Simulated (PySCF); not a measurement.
# Electron correlation in Nb²⁺ (niobium, charge +2)

[Kr] 4d3, high-spin 4F determinant. Computed with PySCF 2.14 in x2c-TZVPPall (8s6p6d2f1g, 79 functions), with the spin-free X2C one-electron Hamiltonian (Gaussian nucleus). Frozen: [Ar] 3d10; 11 electrons correlated.

MP2 pair energies summed by pair of shells (mhartree):

| pair | energy | share (%) |
| --- | --- | --- |
| 4p-4p | -93.05 | 38.0 |
| 4p-4d | -90.21 | 36.9 |
| 4s-4p | -30.07 | 12.3 |
| 4d-4d | -14.84 | 6.1 |
| 4s-4d | -10.88 | 4.4 |
| 4s-4s | -5.53 | 2.3 |

Total MP2 correlation energy: -244.58 mhartree.

Same-spin part -74.10 and opposite-spin part -170.48 mhartree; SCS-MP2 scales them by 1/3 and 6/5 to -229.28 mhartree.

This basis was not built for core-valence correlation, so the inner-shell part is incomplete.
